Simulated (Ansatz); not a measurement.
The cluster LiAlO₂. The state is a singlet with charge 0. Geometry r2SCAN-D4/def2-TZVP, basis def2-TZVP, Ansatz.

```xyz
4

Li   -0.708   -2.112   -1.049
Al    0.239    0.715    0.355
O    -0.235   -0.697   -0.351
O     0.704    2.095    1.045
```

```csv
run,HOMO (eV),LUMO (eV)
A,-9.58,-0.44
B,-4.98,-2.09
C,-4.83,-2.25
D,-4.72,-2.32
E,-6.16,-1.69
F,-7.47,-1.43
```

The structure comes from a short search, and lower isomers may exist.

Q: The runs used B97M-V, BHLYP, BLYP, HF, PBE, PBE0. Estimate which is which.

A: A HF (100 % exact exchange); B B97M-V (0 % exact exchange); C PBE (0 % exact exchange); D BLYP (0 % exact exchange); E PBE0 (25 % exact exchange); F BHLYP (50 % exact exchange). Exact exchange lowers occupied and raises empty levels; among semilocal functionals meta-GGAs tend to open the gap a little, and such runs are hard to tell apart. The gap grows from 2.40 eV (BLYP) to 9.14 eV (HF).
